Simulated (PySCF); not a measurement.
Working out the ionisation energy of Zn

Zn [Ar] 3d10 4s2 (1S) → Zn⁺ [Ar] 3d10 4s1 (2S). Calculation: PySCF 2.14, in x2c-TZVPPall with one added diffuse shell each of s, p, d, f type (7s6p5d3f1g, 80 functions); scalar relativity by spin-free X2C-1e. Frozen: [Ne]. Energies in hartree (1 hartree = 27.21139 eV):

```json
{"part": "UHF", "Zn (lower)": "-1794.254347", "Zn⁺ (upper)": "-1793.968107"}
{"part": "MP2 opposite-spin", "Zn (lower)": "-0.565338", "Zn⁺ (upper)": "-0.524822"}
{"part": "MP2 same-spin", "Zn (lower)": "-0.283994", "Zn⁺ (upper)": "-0.271434"}
```

**Question.** What does Hartree-Fock give?

**Answer.** (-1793.968107) − (-1794.254347) = 0.286240 hartree = 7.789 eV.

**Question.** What do MP2 and SCS-MP2 (6/5 opposite-spin, 1/3 same-spin) give?

**Answer.** The opposite-spin parts differ by 1.102 eV and the same-spin parts by 0.342 eV. MP2: 7.789 + (1.102) + (0.342) = 9.233 eV. SCS-MP2: 7.789 + 1.2 × (1.102) + (0.342)/3 = 9.225 eV.

Measured between the centres of the two terms (NIST): 9.394 eV, so MP2 (valence and next inner shell) is off by -0.161 eV.

What remains against the reference includes basis incompleteness, the frozen core and correlation beyond second order.
